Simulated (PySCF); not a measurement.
C₇H₈NOP.
Geometry (PBE0-D3(BJ)/def2-SVP, Å), atoms numbered from 1 in this order:
```
atom  x, y, z in Å
C1    -2.038    0.744    0.920
C2    -1.263    0.294   -0.311
C3    -1.767   -1.049   -0.845
C4     0.206    0.238   -0.041
O5     0.966   -0.036   -1.124
C6     2.268   -0.096   -0.844
C7     2.577    0.127    0.466
C8     3.899    0.111    0.980
N9     4.973    0.099    1.418
P10    1.082    0.442    1.421
H11   -1.923    0.022    1.744
H12   -1.696    1.727    1.279
H13   -3.111    0.820    0.689
H14   -1.401    1.049   -1.108
H15   -1.655   -1.834   -0.081
H16   -2.832   -0.979   -1.113
H17   -1.208   -1.358   -1.739
H18    2.921   -0.312   -1.689
```

Computed with PySCF at PBE0/pcSseg-1, non-relativistic, on one gas-phase PBE0-D3(BJ)/def2-SVP geometry that isn't relaxed in the solvent. The solvent is an IEF-PCM continuum (cavity from Bondi-type radii × 1.2). Only the electrostatic response of the medium enters.

```
run  E − E(gas) (kJ/mol)  HOMO (eV)  HOMO–LUMO gap (eV)  dipole (D)
gas                 0.00      -7.34                5.95        5.50
  P               -23.51      -7.15                5.90        6.86
  Q               -27.88      -7.13                5.88        7.12
```

Task: The runs were made in methanol and tetrahydrofuran. Which run belongs to which solvent?

Result: P = tetrahydrofuran, Q = methanol. The dielectric constants are 7.426 (tetrahydrofuran), 32.61 (methanol), and the energy falls further as ε rises. In this model the ground state sees the solvent through ε alone.

Task: How constant is the ratio of the lowering to (ε − 1)/(2ε + 1)?

Result: 
| solvent | (ε − 1)/(2ε + 1) | E − E(gas) (kJ/mol) | ratio (kJ/mol) | polarisation term (kJ/mol) |
| --- | --- | --- | --- | --- |
| tetrahydrofuran | 0.405 | -23.51 | -58.0 | -27.92 |
| methanol | 0.477 | -27.88 | -58.4 | -34.15 |

The ratio changes by +0.7 % in size from tetrahydrofuran to methanol. The polarisation term is half the interaction of the solute with the induced surface charges.
